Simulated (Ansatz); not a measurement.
`O[SiH2]C(F)[TeH]` + `C[CH2][AlH][SH]` → `FC([SiH3])[TeH]` + `C[CH2][Al]([OH])[SH]`  (redistribution)

Calculated with Ansatz (gas phase, PBE0-D4/def2-TZVP geometries, no zero-point term in ΔE). CCSD(T)/CBS is the MP2 limit (def2-TZVPP, def2-QZVPP) plus CCSD(T) − MP2 in def2-TZVPP, frozen cores. DFT in def2-TZVPP. Elements past krypton have def2 core potentials. For Te outer-core shells are correlated without core-valence functions, which leaves a few kJ/mol of doubt a bond. Each species was taken in one conformer, which may not be the lowest.

```json
{"level": "PBE0-D4", "ΔE (eV)": "-0.42"}
{"level": "PBE0", "ΔE (eV)": "-0.43"}
{"level": "MP2/def2-QZVPP", "ΔE (eV)": "-0.46"}
{"level": "HF/CBS(def2)", "ΔE (eV)": "-0.41"}
```

Q: What does CCSD(T)/CBS give? (Best estimate.)

A: Computed: -0.44 eV. The listed levels differ from it by 0.02, 0.01, -0.02, 0.03 eV.

Largest T1 diagnostic among the species: 0.012.

In def2-TZVPP, CCSD(T) changes the Hartree–Fock value by −0.04 eV (the triples alone add +0.00 eV) and MP2 by −0.05 eV.
